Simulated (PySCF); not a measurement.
Isomers of C7H12Ge side by side.

PySCF, CAM-B3LYP/def2-SVPD, density fitting, gas phase; each molecule at its own PBE0-D3(BJ)/def2-SVP geometry, one conformer. Singlet excitations by full TDDFT with frozen cores, triplets by Tamm–Dancoff TDDFT and ionisation energies by ΔSCF, from the lowest of the holes tried. 

Torsions of the conformers computed, which needn't be the lowest (atom-mapped SMILES):
- `[CH3:1][CH2:2][CH2:3][C:4]1=[CH:5][GeH2:6][CH:7]=[CH:8]1`: C1–C2–C3–C4 -179°, C2–C3–C4–C5 -106°
- `[CH3:1][CH2:2][CH2:3][GeH:4]1[CH:5]=[CH:6][CH:7]=[CH:8]1`: C1–C2–C3–Ge4 179°, C2–C3–Ge4–C5 -49°

The conformers of `C1=C(C2CC2)[CH2][GeH2][CH2]1`, `C#[C][GeH]1[CH2]CCC[CH2]1`, `CC#[C][GeH]1[CH2]CC[CH2]1`, `C#C[C@H]1CCC[CH2][GeH2]1`, `CC#C[C@@H]1CC[CH2][GeH2]1` and `C=C[CH2][GeH]1[CH2]C=C[CH2]1` aren't listed.

Reference: `C1=C(C2CC2)[CH2][GeH2][CH2]1`, with HOMO energy -7.97 eV, LUMO energy 1.15 eV, lowest singlet excitation 6.39 eV, lowest triplet excitation 4.20 eV, mean polarisability 108.3 au and vertical ionisation energy 8.55 eV.

Changes against it:

```csv
molecule,Δ electronic energy (kcal/mol),Δ HOMO energy (eV),Δ LUMO energy (eV),Δ lowest singlet excitation (eV),Δ lowest triplet excitation (eV),Δ mean polarisability (au),Δ vertical ionisation energy (eV)
CCCC1=[CH][GeH2][CH]=C1,-3.5,+0.13,-1.29,-1.80,-1.38,+3.9,-0.15
CC[CH2][GeH]1[CH]=CC=[CH]1,-3.3,+0.09,-1.39,-1.84,-1.46,+1.3,-0.05
CC#C[C@@H]1CC[CH2][GeH2]1,+9.3,+0.09,-0.06,-0.33,+1.03,+4.0,-0.02
C=C[CH2][GeH]1[CH2]C=C[CH2]1,-4.7,-0.22,+0.07,+0.24,-0.02,+2.7,+0.30
C=[C](C)[GeH]1[CH2]C=C[CH2]1,-4.5,-0.34,-0.10,+0.20,+0.04,+1.6,+0.47
CC#C[C@H]1C[CH2][GeH2][CH2]1,+9.4,-0.41,-0.04,+0.05,+1.16,+5.0,+0.54
```

Rows whose labels were lost:

```
row  Δ electronic energy (kcal/mol)  Δ HOMO energy (eV)  Δ LUMO energy (eV)  Δ lowest singlet excitation (eV)  Δ lowest triplet excitation (eV)  Δ mean polarisability (au)  Δ vertical ionisation energy (eV)
  P                            +1.4               -0.47               -0.01                             -0.41                             +0.79                        +3.4                              +0.53
  Q                            +4.8               -0.73                0.00                             -0.28                             +0.82                        -1.9                              +0.80
  R                           +11.8               -0.34                0.00                             -0.22                             +1.03                        -0.4                              +0.43
```

Which row belongs to which of `C#[C][GeH]1[CH2]CCC[CH2]1`, `CC#[C][GeH]1[CH2]CC[CH2]1` and `C#C[C@H]1CCC[CH2][GeH2]1`?

P = `CC#[C][GeH]1[CH2]CC[CH2]1`, Q = `C#[C][GeH]1[CH2]CCC[CH2]1` and R = `C#C[C@H]1CCC[CH2][GeH2]1`. P and Q are told apart most clearly by the mean polarisability (+3.4 against -1.9 au); P and R are told apart most clearly by the electronic energy (+1.4 against +11.8 kcal/mol); Q and R are told apart most clearly by the electronic energy (+4.8 against +11.8 kcal/mol).

Which row has the smallest HOMO–LUMO gap and which the largest, and does the HOMO or the LUMO shift more there?

Smallest, counted from the reference: `CC[CH2][GeH]1[CH]=CC=[CH]1`, -1.48 eV (HOMO +0.09, LUMO -1.39), the larger shift being that of the LUMO. Largest: Q, +0.73 eV (HOMO -0.73, LUMO 0.00), the larger shift being that of the HOMO.

Fit a straight line for the change of the LUMO energy against that of the lowest singlet excitation over the labelled rows, and test it on P, Q and R.

Over the 6 labelled rows the slope is 0.678 eV/eV, the intercept -0.08 eV, r = 0.98 and the standard error 0.15 eV. P: predicted -0.35, computed -0.01 eV; Q: predicted -0.26, computed 0.00 eV; R: predicted -0.22, computed 0.00 eV. The mean miss is 0.28 eV, against 0.47 eV for guessing the labelled rows' mean: the line carries over to these rows.
